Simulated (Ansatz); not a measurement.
Basis-set extrapolation for FH$_{5}$O$_{2}$Si$_{2}$, SMILES `O[SiH2][SiH](O)F` (PBE0-D4/def2-TZVP geometry, frozen core, Ansatz). Multiplicity 1, RHF reference.

|  | def2-TZVPP | def2-QZVPP |
| --- | --- | --- |
| HF | -830.246094 | -830.277141 |
| MP2 correlation | -0.969597 | -1.053513 |
| CCSD(T) correlation | -1.035009 | not run |

Energies in hartree. Use E(X) = E(∞) + A·exp(−7.88·√X) for Hartree–Fock and E(X) = E(∞) + B·X^(−2.97) for correlation, with X = 3 and 4, and add CCSD(T) minus MP2 of the smaller set to the MP2 limit.

Q: What is the CCSD(T) energy at the basis-set limit?

A: HF limit: -830.277141 + (-0.031047) × 0.13774 = -830.28142. MP2 limit: -1.053513 + (-0.083916) × 0.74074 = -1.11567. Higher-order term: -1.035009 − (-0.969597) = -0.06541. Total: -831.46250 hartree, 113.8 kcal/mol below CCSD(T)/def2-TZVPP.
